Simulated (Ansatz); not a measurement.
Hg₃H₁₂Se₃, relaxed as a singlet with RKS PBE-D4/def2-SVP in Ansatz, starting from the GFN1-xTB geometry. Force threshold 0.02 eV/Å.

In the def2 sets Hg takes a core potential; there is no spin–orbit coupling. In the singlet geometry the species has come apart into loosely held pieces.

Start:

| atom | x (Å) | y (Å) | z (Å) |
| --- | --- | --- | --- |
| Hg1 | 2.413 | 2.221 | -0.264 |
| Hg2 | -1.240 | -1.401 | -2.694 |
| Hg3 | -1.175 | -0.814 | 2.963 |
| Se4 | 0.887 | 1.005 | 1.929 |
| Se5 | -1.740 | -1.587 | 0.190 |
| Se6 | 0.838 | 0.595 | -2.129 |
| H7 | 3.806 | 1.352 | -0.194 |
| H8 | 1.669 | 3.679 | -0.400 |
| H9 | -0.322 | -2.742 | -2.934 |
| H10 | -2.484 | -0.440 | -3.171 |
| H11 | -0.258 | -2.083 | 3.460 |
| H12 | -2.401 | 0.237 | 3.264 |
| H13 | 1.961 | 0.664 | 2.811 |
| H14 | 0.566 | 2.186 | 2.672 |
| H15 | -1.733 | -3.012 | 0.333 |
| H16 | -3.171 | -1.526 | 0.204 |
| H17 | 1.898 | 0.077 | -2.941 |
| H18 | 0.487 | 1.588 | -3.099 |

```csv
step,energy (eV),largest force component (eV/Å),SCF passes
1,-208718.5498,1.293,17
2,-208719.7982,0.873,23
3,-208720.1712,0.415,18
4,-208720.3103,0.077,18
5,-208720.3218,0.008,19
6,-208720.3222,0.012,19
```

Force components are those of the run's own axes.

End:

```xyz
18

Hg    2.917    2.680   -0.316
Hg   -1.497   -1.700   -3.262
Hg   -1.415   -0.982    3.580
Se    0.897    1.016    1.953
Se   -1.756   -1.597    0.190
Se    0.840    0.599   -2.146
H     4.078    1.485   -0.213
H     1.824    3.937   -0.427
H    -0.376   -2.933   -3.173
H    -2.652   -0.506   -3.426
H    -0.299   -2.215    3.727
H    -2.563    0.228    3.517
H     2.010    0.681    2.875
H     0.573    2.234    2.736
H    -1.768   -3.073    0.343
H    -3.239   -1.553    0.203
H     1.933    0.075   -3.002
H     0.494    1.625   -3.160
```

Bonds lost: Hg1–Se4, Hg1–Se6, Hg2–Se5, Hg2–Se6, Hg3–Se4, Hg3–Se5 (atoms count from 1). The end holds 6 separate pieces.

The force fell under the threshold at step 5, but the optimiser went on. No frequencies were taken in this run, so the end may be a saddle point.

Run time 9.5 s (4 threads of AMD EPYC 9R45 on a shared host).
